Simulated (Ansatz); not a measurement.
Gas-phase electronic energies from Ansatz, PBE0-D4/def2-TZVP geometries. CBS: MP2 limit from def2 TZ/QZ plus the TZ coupled-cluster correction, frozen cores. This one scheme is used for every species, atoms too. DFT in def2-TZVPP. B3LYP here is the variant with VWN-RPA as its local correlation; programs differ in this. Open shells (•) are unrestricted, without spin–orbit coupling. Spin–orbit coupling would lower the free atoms: a little for Cl, F, O, Si. One conformer a species, not always the lowest.

Consider the atomization: `O[Si](F)Cl`• → Cl• + F• + H• + O• + Si•.

```json
{"level": "PBE-D4", "ΔE (kJ/mol)": "1895.2", "difference from CCSD(T)/CBS": "32.4"}
{"level": "B3LYP-D4", "ΔE (kJ/mol)": "1832.1", "difference from CCSD(T)/CBS": "-30.7"}
{"level": "r2SCAN0-D4", "ΔE (kJ/mol)": "1821.4", "difference from CCSD(T)/CBS": "-41.4"}
{"level": "BHLYP-D4", "ΔE (kJ/mol)": "1754.8", "difference from CCSD(T)/CBS": "-108.0"}
{"level": "CAM-B3LYP-D4", "ΔE (kJ/mol)": "1852.0", "difference from CCSD(T)/CBS": "-10.8"}
{"level": "ωB97X-V", "ΔE (kJ/mol)": "1855.3", "difference from CCSD(T)/CBS": "-7.5"}
{"level": "PBE", "ΔE (kJ/mol)": "1884.4", "difference from CCSD(T)/CBS": "21.6"}
{"level": "r2SCANh", "ΔE (kJ/mol)": "1852.1", "difference from CCSD(T)/CBS": "-10.7"}
{"level": "r2SCAN0", "ΔE (kJ/mol)": "1818.6", "difference from CCSD(T)/CBS": "-44.2"}
{"level": "HF/def2-SVP", "ΔE (kJ/mol)": "1253.9", "difference from CCSD(T)/CBS": "-608.9"}
{"level": "MP2/def2-SVP", "ΔE (kJ/mol)": "1735.0", "difference from CCSD(T)/CBS": "-127.8"}
{"level": "CCSD/def2-SVP", "ΔE (kJ/mol)": "1631.3", "difference from CCSD(T)/CBS": "-231.5"}
{"level": "SCS-MP2/def2-TZVPP", "ΔE (kJ/mol)": "1835.5", "difference from CCSD(T)/CBS": "-27.3"}
{"level": "CCSD/def2-TZVPP", "ΔE (kJ/mol)": "1755.1", "difference from CCSD(T)/CBS": "-107.7"}
{"level": "CCSD(T)/def2-TZVPP", "ΔE (kJ/mol)": "1791.3", "difference from CCSD(T)/CBS": "-71.5"}
{"level": "MP2/CBS(def2)", "ΔE (kJ/mol)": "1957.0", "difference from CCSD(T)/CBS": "94.2"}
{"level": "CCSD(T)/CBS", "ΔE (kJ/mol)": "1862.8", "difference from CCSD(T)/CBS": "0"}
```

Largest T1 diagnostic among the species: 0.013.

From PBE to PBE0 (25 % exact exchange), in def2-TZVPP and without D4, ΔE moves by −56.3 kJ/mol: exact exchange takes away binding that semilocal exchange gives to molecules. Leaving LDA and LC-ωPBE aside and taking each functional with its dispersion term where it has one, the values spread over 140.4 kJ/mol, from BHLYP-D4 to PBE-D4. LDA lies +280.7 kJ/mol from PBE without D4, its usual overbinding. In def2-TZVPP, CCSD(T) changes the Hartree–Fock value by +470.1 kJ/mol (the triples alone add +36.2 kJ/mol) and MP2 by +564.3 kJ/mol; breaking electron pairs costs correlation energy, which Hartree–Fock lacks.

For atomizations the MP2-based limit and the directly extrapolated one differ by several kJ/mol either way, and by 10 to 25 for some Ge, Se and Sn compounds, so smaller differences from it don't rank the levels.
